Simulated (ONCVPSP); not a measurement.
Mn: one change to an ONCV potential, before and after

```json
{"Element": "Mn", "Generator": "ONCVPSP 4.0.1", "Type": "optimised norm-conserving Vanderbilt (ONCV)", "Functional": "LDA (Perdew-Wang 92)", "Relativity": "scalar-relativistic", "Frozen core": "[Ne]", "Valence charge": "15", "Reference configuration": "3s2 3p6 3d5 4s2", "Partial waves": "3s+4s: rc 1.50 bohr, ncon 4, nbas 9, qcut 8.1 1/bohr, 3 projectors, debl 2 Ha; 3p: rc 1.45 bohr, ncon 5, nbas 9, qcut 9.4 1/bohr, 2 projectors, debl 1.9 Ha; 3d: rc 2.00 bohr, ncon 4, nbas 9, qcut 6.2 1/bohr, 2 projectors, debl 1.8 Ha", "Local potential": "polynomial inside 0.90 bohr (lpopt 5, dvloc0 0 Ha)", "Core correction": "Teter function, fcfact 4.75, rcfact 1.3"}
```

In the p channel the program set the typed energies aside and used -2.002, 0.250 Ha.

All-electron outer shells of the reference configuration (LDA (PZ), scalar-relativistic, ld1.x):

```
shell  level (eV)  outermost node (bohr)  outermost maximum (bohr)
   2p     -629.78                      –                      0.19
   3s      -85.40                   0.34                      0.74
   3p      -54.49                   0.31                      0.75
   3d       -7.01                      –                      0.75
   4s       -5.29                   1.06                      2.47
```

Change: p: rc 2.08.

Cutoffs: the cutoffs (Ha) at which the residual kinetic energy of the hardest occupied pseudo-wave falls to 1 and 0.1 mHa per electron; they do not see the model core or the augmentation charge, which bear on the density cutoff. Errors are all-electron minus pseudo energies relative to the spin-unpolarised reference configuration.

Q: Predict the effect on cutoff, ghosts and configuration errors.

A: The potential gets softer (30 Ha and 72 Ha → 24 Ha and 72 Ha); the errors of the 4 common tests hardly move; neither file shows a bound ghost. A larger radius leaves more room for a smooth pseudo-wave, so fewer plane waves are needed.

| quantity | base | changed |
| --- | --- | --- |
| cutoff, loose | 30 Ha | 24 Ha |
| cutoff, tight | 72 Ha | 72 Ha |
| loose cutoff by channel | s 20 Ha, p 30 Ha, d 20 Ha | s 20 Ha, p 24 Ha, d 20 Ha |
| bound ghosts | none | none |
| GHOST(+) flags under 300 eV | none | none |
| error for 3s2 3p6 3d5 4s1, meV [ΔE 8.65 eV] | +2.4 | +2.3 |
| error for 3s2 3p6 3d5 4s0, meV [ΔE 24.52 eV] | +12 | +11 |
| error for 3s2 3p6 3d4 4s0, meV [ΔE 57.33 eV] | +190 | +187 |
| error for 3s2 3p6 3d6 4s0, meV [ΔE 7.01 eV] | +202 | +201 |
| s: phases at 1.52 bohr within 0.05 rad from the reference energy up to (Ha; the scan ends near 5) | to the end of the scan | to the end of the scan |
| d: phases at 2.03 bohr within 0.05 rad from the reference energy up to (Ha; the scan ends near 5) | to the end of the scan | to the end of the scan |
| rms error of d²Exc/dni dnj with the model core, mHa | 2.37 | 2.28 |
